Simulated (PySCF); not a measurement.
Dipole response of Se(19+) (selenium, charge +19)

[Ne] 3s2 3p3, high-spin 4S determinant. Calculation: PySCF 2.14, in an even-tempered Gaussian basis (17 s from 1.9 bohr⁻², ratio 2.5; 11 p from 2.4 bohr⁻², ratio 2.5; 5 d from 11 bohr⁻², ratio 2.7; 4 f from 17 bohr⁻², ratio 2.7); the non-relativistic Hamiltonian (point nucleus). Coupled (time-dependent) response in atomic units; α is the mean over directions.

| method | mean α (bohr³) | C₆ (like pair) | S(−4) |
| --- | --- | --- | --- |
| UHF | 0.09518 | 0.02077 | 0.01873 |
| PBE0 | 0.09017 | 0.01962 | 0.01617 |

S(−4) is the Cauchy moment in α(ω) = α(0) + S(−4) ω² + …

α(iu) at PBE0:

| u (hartree) | α(iu) (bohr³) |
| --- | --- |
| 0 | 0.09017 |
| 0.300 | 0.08874 |
| 0.600 | 0.08483 |
| 1.20 | 0.07307 |
| 1.80 | 0.06106 |
| 2.40 | 0.05123 |
| 3.00 | 0.04362 |
| 4.50 | 0.03104 |
| 6.00 | 0.02357 |
| 9.00 | 0.01550 |
| 15.0 | 0.009080 |

A single London oscillator, α(iu) = α/(1 + u²/ω²), gives C₆ = (3/4) ω α². Matching the computed C₆ needs ω = 4 × 0.01962 / (3 × 0.09017²) = 3.22 hartree.

For an ion, C₆ is the dispersion term alone; charge-induced terms of lower order in 1/R come first.

Spin-orbit coupling is strong in this species (close to jj coupling), so the high-spin LS determinant is a model state, not a physical level.
